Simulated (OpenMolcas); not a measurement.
**InSiH4F (SMILES [F][InH][SiH3]): the HOMO–LUMO gap, rung by rung**

The species is InSiH4F (7 atoms), meant as a singlet with charge 0. SMILES: `[F][InH][SiH3]`. The shape is that of a PBE0-D4/def2-TZVP optimisation.

Each level gives the HOMO–LUMO gap (eV). The values are calculated.

```csv
level,kind,program,value (eV)
HF/def2-SVP (core potential),Hartree–Fock,OpenMolcas,10.99
SVWN5/def2-SVP (core potential),LDA,OpenMolcas,3.85
BLYP/def2-SVP (core potential),GGA,OpenMolcas,3.87
PBE/def2-SVP (core potential),GGA,OpenMolcas,3.95
TPSS/def2-SVP (core potential),meta-GGA,OpenMolcas,4.22
B3LYP/def2-SVP (core potential),global hybrid,OpenMolcas,5.41
BHLYP/def2-SVP (core potential),global hybrid,OpenMolcas,7.56
PBE0/def2-SVP (core potential),global hybrid,OpenMolcas,5.88
```

The values span 3.85 to 10.99 eV. Orbital gaps aren't excitation energies; they tend to grow with the share of exact exchange.
